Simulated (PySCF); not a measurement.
**Unknown compound**

The spectra below were simulated for a compound C₃H₈Cl₂OSi₂.

1H NMR (400 MHz, computed): δ 6.79 (t, 1H), 5.27 (d, 2H), 5.15 (s, 2H), 3.83 (s, 3H).

13C{1H} NMR (computed): δ 162.7 (C), 153.8 (CH), 53.9 (CH3).

Method: NMR shieldings at PBE0/pcSseg-1/GIAO, structure optimised with GFN2-xTB, in PySCF 2.14 (non-relativistic Hamiltonian, rapidly exchanging positions averaged, isolated molecule, single conformer).

Scale: 1H (31.72 ppm) and 13C (186.93 ppm) vs TMS (reference shieldings calculated alike).

What is the structure?

Answers


Rings plus π bonds: 1 (no ring in the answer). 3 carbon signals for 3 carbons: no two carbons are equivalent. Carbon types of the structure: 1 × C, 1 × CH, 1 × CH3, leaving 4 H on heteroatoms. δC 162.7: fully substituted alkene carbon; an sp2 carbon of a C=C bond. δC 153.8: alkene CH; an sp2 carbon of a C=C bond. δC 53.9: methyl carbon bonded to O; deshielded by the electronegative neighbour. δH 6.79: hydrogen on an alkene CH; olefinic region. δH 5.27: hydrogen on a silicon bonded to C, O. δH 5.15: hydrogen on a silicon bonded to C, Cl. δH 3.83: hydrogen on a methyl carbon bonded to O; its carbon carries O, hence the downfield position.

Structure: `Cl/C(=C\[SiH2]OC)[SiH2]Cl`.

This is the structure that produced the data.

Carbons that carry Cl, above all several Cl atoms, come out too deshielded, partly because spin–orbit coupling is missing. Shifts are as computed. Against solution values, carbons near 30 ppm lie about +3 ppm off and those near 130 ppm about +5 ppm; carbons on Cl a further +6 ppm. Of 1211 compounds with measured shifts, 218 miss one by over three times the rms of a fit or turn the order of signals round; such compounds aren't used in these exercises. No couplings were computed; multiplicities are counted from neighbouring protons, with m where these are inequivalent, close in shift, in a saturated or five-membered ring or joined by F or P, and br s for small geminal =CH2 splittings.
